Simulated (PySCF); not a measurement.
Working out the excitation energy of Zr

Zr [Kr] 4d2 5s2 (3F) → Zr [Kr] 4d1 5s2 5p1 (high-spin determinant). Calculation: PySCF 2.14, in aug-cc-pVDZ-PP with ECP28MDF (5s5p4d2f, 54 functions); scalar relativity through the core potential. Frozen: 4s2 4p6. Energies in hartree (1 hartree = 27.21139 eV):

| part | Zr (lower) | Zr (upper) |
| --- | --- | --- |
| UHF | -46.302154 | -46.196619 |
| MP2 opposite-spin | -0.031635 | -0.032949 |
| MP2 same-spin | -0.009108 | -0.006287 |

**Question.** What does Hartree-Fock give?

**Answer.** (-46.196619) − (-46.302154) = 0.105535 hartree = 2.872 eV.

**Question.** What do MP2 and SCS-MP2 (6/5 opposite-spin, 1/3 same-spin) give?

**Answer.** The opposite-spin parts differ by -0.036 eV and the same-spin parts by 0.077 eV. MP2: 2.872 + (-0.036) + (0.077) = 2.913 eV. SCS-MP2: 2.872 + 1.2 × (-0.036) + (0.077)/3 = 2.854 eV.

One determinant mixes LS terms, so it does not stand for a single term.

A double-zeta basis recovers only part of the correlation energy.
